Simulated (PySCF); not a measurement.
Si(Br)(OH)(NH2)2, SMILES N[Si](N)(O)Br, singlet at its PBE0/def2-SVP optimised geometry (Å):

```
10

N     -1.1546    -2.0144    -1.3665
Si    -0.7431    -1.0932     0.0000
N     -1.5945    -1.7128     1.3420
O      0.9146    -1.0932     0.0000
Br    -1.3240     1.0932     0.0000
H     -2.1191    -2.2536    -1.5583
H     -0.5855    -1.9733    -2.2031
H     -1.8475    -1.1230     2.1244
H     -1.5092    -2.6902     1.5965
H      1.3240    -0.3167     0.3927
```

Calculation: PBE0/def2-TZVP in PySCF. Cells within 0.4 Å of a nucleus heavier than hydrogen are left out (blank, or x).

Map of the electrostatic potential (hartree/e), clipped to [-0.08, 0.12] on the plane z = 0.0 Å:

```
|22222222222222222223333333333|
|22222223322222222223333333333|
|22222333333222222223333333333|
|22223334443322222223333333333|
|22223456776432222223333333333|
|22234589999853222223333333333|
|22235999999995322223333333333|
|22237999999998422233333333333|
|22249999999999532333344443333|
|22249999xxx999743334444444333|
|22249999xxx999743445555444433|
|22249999xx9999754556665544443|
|22237999999999755678876554443|
|22235999999999976899998654443|
|22234699999999998999999654433|
|22234699999999999999999654433|
|22234699999999999999998544333|
|22234799999x99999xx9996433333|
|2223479999xxx9999xxx994333333|
|2223479999xxx9999xxx983222223|
|22223699999999999999941112222|
|22223589999999999999410011222|
|22223469999999997642000011222|
|32223357999999974210000111222|
|33333345678998643210000112222|
|33333334445555432111111112222|
|33333333333333332211111122222|
|33333333333333222221112222222|
|33333333332222222222222222222|
```
Scale: ten equal steps from -0.061 (start of '0') to 0.120 (end of '9'), in the order '0123456789'; x runs from -3.50 to 3.50, y from -3.50 (bottom) to 3.50 (top).
